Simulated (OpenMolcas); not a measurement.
An OpenMolcas run meant for La II (ANO-R1, X2C; inactive shells 1s 2s 2p 3s 3p 3d 4s 4p 4d 5s 5p; intended active space 2 electrons in 6 orbitals (5d 6s)). One step of its input:

```
&CASPT2
Multistate=15 1 2 3 4 5 6 7 8 9 10 11 12 13 14 15
Frozen=14 9
IPEA=-0.1
Imaginary=0.1
MaxIter=60
WThr=0.0 0.3 0.05
PrWF=0.5
NoMix
```

The run finished. Its levels beside those of a sound run (SS-CASPT2, IPEA 0.25 Eh, imaginary shift 0.1 Eh (closed shells correlated: 5s 5p)), in cm-1 above each run's lowest level:

```json
{"Level": "5d2 3F2 [75 %]", "This run": "0.0", "Usual run": "0.0"}
{"Level": "5d2 3F3", "This run": "1114", "Usual run": "1180"}
{"Level": "5d2 1D2 [66 %]", "This run": "1582", "Usual run": "1389"}
{"Level": "5d 6s 3D1", "This run": "2467", "Usual run": "1976"}
{"Level": "5d2 3F4", "This run": "2138", "Usual run": "2202"}
{"Level": "5d 6s 3D2", "This run": "3076", "Usual run": "2611"}
{"Level": "5d 6s 3D3", "This run": "3795", "Usual run": "3304"}
{"Level": "5d2 3P0", "This run": "5334", "Usual run": "6163"}
{"Level": "5d2 3P1", "This run": "5813", "Usual run": "6731"}
{"Level": "5d2 3P2", "This run": "6375", "Usual run": "7268"}
{"Level": "6s2 1S0", "This run": "8678", "Usual run": "8249"}
{"Level": "5d2 1G4", "This run": "9229", "Usual run": "8951"}
{"Level": "5d 6s 1D2", "This run": "11790", "Usual run": "11596"}
{"Level": "5d2 1S0", "This run": "19455", "Usual run": "20235"}
```

Task: Which setting is unsound, and how much does it matter here?

Result: The IPEA shift is negative. Against the sound run the excited levels shown move by 470 cm-1 on average and by 920 cm-1 at most.

CASPT2 breaks the degeneracy within a term, and the mean is taken; among the terms shown or strongly mixed into the levels shown the widest spread is 580 cm-1 (5d2 1G, this run). Configurations are named by rounded mean occupations; where the s occupation lies near a half they are strongly mixed, a name can repeat and a true partner stay unpaired. A single d shell beside an s shell can misplace configurations of different d count against each other. Some terms miss by over 15 % even with CASPT2, which points to a basis or an active space too small for the shells correlated. The CASPT2 spread within a term exceeds the gap to the next term for 5d2 3F and 5d2 1D, so the order of their levels is uncertain, and so are names and mixing where such terms share a J (holds for this run). Only configurations of the active space appear.

A share in square brackets marks a mixed level and gives the weight of the term that names it, the lowest over the columns.
